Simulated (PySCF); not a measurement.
# First hyperpolarisability: `Fc1ccccc[cH+]1`, [C7H6F]+, charge +1

Geometry:
```json
{"atom": "F1", "x (Å)": "0.379", "y (Å)": "2.719", "z (Å)": "-0.086"}
{"atom": "C2", "x (Å)": "0.211", "y (Å)": "1.425", "z (Å)": "-0.094"}
{"atom": "C3", "x (Å)": "-1.121", "y (Å)": "0.994", "z (Å)": "-0.127"}
{"atom": "C4", "x (Å)": "-1.592", "y (Å)": "-0.310", "z (Å)": "-0.140"}
{"atom": "C5", "x (Å)": "-0.869", "y (Å)": "-1.514", "z (Å)": "-0.125"}
{"atom": "C6", "x (Å)": "0.508", "y (Å)": "-1.692", "z (Å)": "-0.094"}
{"atom": "C7", "x (Å)": "1.514", "y (Å)": "-0.713", "z (Å)": "-0.070"}
{"atom": "C8", "x (Å)": "1.390", "y (Å)": "0.668", "z (Å)": "-0.070"}
{"atom": "H9", "x (Å)": "-1.857", "y (Å)": "1.804", "z (Å)": "-0.142"}
{"atom": "H10", "x (Å)": "-2.681", "y (Å)": "-0.412", "z (Å)": "-0.166"}
{"atom": "H11", "x (Å)": "-1.472", "y (Å)": "-2.427", "z (Å)": "-0.140"}
{"atom": "H12", "x (Å)": "0.858", "y (Å)": "-2.729", "z (Å)": "-0.088"}
{"atom": "H13", "x (Å)": "2.541", "y (Å)": "-1.089", "z (Å)": "-0.048"}
{"atom": "H14", "x (Å)": "2.308", "y (Å)": "1.263", "z (Å)": "-0.048"}
```

Total charge +1.

Theory: PySCF, quadratic response CAM-B3LYP/aug-cc-pVDZ first hyperpolarisability, Taylor convention, gas phase. Geometry: PBE0-D3(BJ)/def2-SVP.

Q: What is the first hyperpolarisability, and how does it disperse?

A: In au, Taylor convention; the vector part is βᵢ = ⅓ Σⱼ (βᵢⱼⱼ + βⱼᵢⱼ + βⱼⱼᵢ):
| process | λ (nm) | β vector norm | β HRS | depolarisation ratio |
| --- | --- | --- | --- | --- |
| static β(0;0,0) | ∞ | 174.6 | 69.3 | 5.86 |
| second harmonic β(−2ω;ω,ω) | 1907 | 182.2 | 72.2 | 5.91 |
| Pockels β(−ω;ω,0) | 1907 | 177.1 | – | – |
| second harmonic β(−2ω;ω,ω) | 1064 | 202.1 | 79.9 | 6.07 |
| Pockels β(−ω;ω,0) | 1064 | 182.8 | – | – |

Q: Which lowest excitations and polarisabilities go with it?

A: S1 4.81 eV (f = 0.017); S2 4.84 eV (f = 0.012); S3 6.23 eV (f = 0.535); isotropic α 77.1 au static, 77.4 au at 1907 nm, 78.2 au at 1064 nm, 78.5 au at 953.5 nm, 82.1 au at 532 nm.
